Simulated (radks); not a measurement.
The numbers below are computed, except where a source is named.
Question: All-electron atom: the germanium ion Ge15+ in [Ne] 3s2 3p5. Code: a radial shooting solver on a logarithmic mesh with Libxc functionals. Model: non-relativistic Kohn-Sham, LB94 model potential, spin-polarised, spherical densities, point nucleus; open shells are filled with parallel spins first. Some entries of the table are withheld. Estimate them.

orbital  occ.  eigenvalue (hartree)  <1/r> (bohr^-1)
1s down     1             -419.6151            31.54
1s up       1             -419.6111            31.53
2s up       1             -69.65209            6.968
2s down     1             -69.64170            6.963
2p up       3             -64.35614            6.945
2p down     3             -64.32885            6.941
3s up       1             -22.59214            2.574
3s down     1             -22.51369            2.578
3p up       3                   (1)            2.520
3p down     2                   (2)            2.526
3d up       0             -18.03550            2.407
3d down     0             -17.99545            2.414
4s up       0             -11.08666            1.305
4s down     0             -11.05257            1.303

Answer: 
(1) 3p up eigenvalue (hartree): -20.82633
(2) 3p down eigenvalue (hartree): -20.75544
